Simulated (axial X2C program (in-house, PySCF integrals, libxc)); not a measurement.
## TlO⁺: a run with one poor setting

All values were computed with an in-house relativistic program for diatomic molecules. Spin-free means the one-electron spin-free X2C Hamiltonian. Basis: Tl dyall-v3z [12s14p10d6f], O dyall-v3z [6s5p2d1f] (cores contracted in-house); Gaussian nuclei, density fitting, unrestricted open shells. Masses: Tl 204.974 u, O 15.995 u.

One setting of this run was spoiled on purpose, so its numbers are not properties of TlO⁺. Level: PBE0, without spin–orbit coupling; state M_S = 1, Λ = 0 (beyond evenly filled blocks: π+α, π-α).

| R (Å) | E − E(lowest point) (eV) | SCF iterations |
| --- | --- | --- |
| 2.165 | 1.1605 | 12 |
| 2.264 | 0.5967 | 11 |
| 2.339 | 0.3332 | 9 |
| 2.413 | 0.2108 | 8 |
| 2.488 | 0.1964 | 4 |
| 2.575 | 0.2529 | 7 |
| 2.662 | 0.3203 | 7 |
| 2.774 | 0.3433 | 7 |
| 2.911 | 0.2350 | 7 |
| 3.110 | 0.0000 | 8 |

Output at the reference distance:

```
spin-free X2C-1e  PBE0
basis functions 184  fitting functions 1082  grid points 346
iter        total energy     max residual
   1     -20324.251399728     6.11e-05
   2     -20324.251399747     6.43e-05
   3     -20324.251399783     1.01e-05
   4     -20324.251399784     4.24e-06
converged
one-electron -28079.90655959  Coulomb 8012.33944614  exact exchange -97.17165415  xc functional -297.33692185  nuclear repulsion 137.82428966
```

Question: Which setting was spoiled?
A. an excited determinant was followed
B. too few iterations allowed
C. integration grid too coarse
D. virtual space cut too low
E. density fitting set too sparse

Answer: C. Integration grid too coarse: 20 radial and 10 angular points an atom against the usual 100 and 30 (atoms up to Ar take three quarters of the radial points).
